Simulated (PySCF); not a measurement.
## CaCl and its ions

UHF-SCS-MP2; PySCF, spin-free X2C with a Gaussian nucleus, basis sets Ca x2c-SVPall, Cl x2c-SVPall. Neutral (UHF): doublet (σ ↑), Re = 2.475 Å, ωe = 371 cm⁻¹, De = 3.66 eV.

CaCl⁺ (RHF): singlet (closed shell), Re = 2.369 Å, ωe = 440 cm⁻¹, De = 3.70 eV to Ca⁺ + Cl. The energies at the minima are -1140.59026 hartree for CaCl and -1140.37590 for CaCl⁺.

(1) Work out the adiabatic ionisation energy, without and with harmonic zero-point energies (1 hartree = 27.2114 eV, 1 eV = 8065.5 cm⁻¹), and the change of the bond length.

Correlated steps freeze 10 core orbitals. Correlated levels converge slowly with the basis: in double zeta they bind strong bonds too weakly, by up to about 1 eV, and carry superposition errors of some tenths. For an ion De counts to the pair picked by the measured ionisation energies or electron affinities, which need not be the lowest pair at this level. Where the molecule has an RHF reference, its open-shell atoms are computed with UHF. States were picked by a PBE0 search and need not be the measured ground states.

Neutral and ion stand on different kinds of reference determinant, which adds to the error of the difference.

Results:

(1) At SCS-MP2: 0.21436 hartree = 5.833 eV between the minima; the zero-point term (440.0 − 371.0)/2 cm⁻¹ = +0.004 eV makes it 5.837 eV. Re changes by -10.6 pm against the neutral. The electron leaves a σ orbital, and the shorter bond of the ion fits an antibonding orbital, or a change in how ionic the bond is.
